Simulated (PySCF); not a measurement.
**Telling isomers of C3H13NOSi3 apart by NMR**

All values are calculated (PySCF 2.14): shielding tensors at PBE0/pcSseg-1 (GIAO), geometry from GFN2-xTB. Non-relativistic, one computed conformer, averaged over atoms made equivalent by symmetry, fast rotation or ring inversion, gas phase.

Shifts are taken against calculated references (same method and geometry level): $^{1}$H (σ = 31.72 ppm), $^{13}$C (σ = 186.93 ppm) against TMS. Where no couplings were computed, multiplicities follow the n + 1 count of equivalent neighbours, and m marks all less simple cases (inequivalent or close neighbours, rings, F or P nearby). Acid and N–H amide carbonyl carbons lie up to 10 ppm further downfield in solution (hydrogen bonding). Shifts are as computed. Against solution values, carbons near 30 ppm lie about +3 ppm off and those near 130 ppm about +5 ppm. Of 1309 compounds with measured shifts, 239 miss one by over three times the rms of a fit or turn the order of signals round; such compounds aren't used in these exercises. OH and NH positions are gas-phase values without hydrogen bonding to other molecules.

(1) Tabulate the signals of `CN[SiH2]O/C([SiH3])=C\[SiH3]`, `CC(=O)N[Si](C)([SiH3])[SiH3]` and their relative energies.

(2) What is the quickest way to tell CN[SiH2]O/C([SiH3])=C\[SiH3] from CC(=O)N[Si](C)([SiH3])[SiH3]?

Answers

(1) 
```json
{"SMILES": "CN[SiH2]O/C([SiH3])=C\\[SiH3]", "carbon types": "1×C 1×CH 1×CH3", "δC": "174.4, 126.3, 27.4", "δH": "5.83 (q, 1H), 5.14 (s, 2H), 4.25 (s, 3H), 4.10 (d, 3H), 2.76 (s, 3H), 0.13 (br s, 1H)", "E rel. (kcal/mol)": "29.1"}
{"SMILES": "CC(=O)N[Si](C)([SiH3])[SiH3]", "carbon types": "1×C 2×CH3", "δC": "180.2, 23.8, -0.2", "δH": "4.41 (br s, 1H), 3.51 (s, 6H), 2.05 (s, 3H), 0.34 (s, 3H)", "E rel. (kcal/mol)": "0.0"}
```

Energies are electronic energies at PBE0/pcSseg-1 on these geometries, without zero-point or thermal terms, each for the one conformer computed, which needn't be the lowest.

(2) Both give the same number of carbon signals, but DEPT or the intensities differ. The first has a β carbon of an enol-ether or enamine type C=C (CH) at 126.3 ppm, the second a methyl carbon bonded to Si (CH3) at -0.2 ppm. Their most deshielded carbons lie at 174.4 and 180.2 ppm. In the proton spectra the most deshielded non-exchanging signals are 5.83 (q, 1H) and 3.51 (s, 6H).
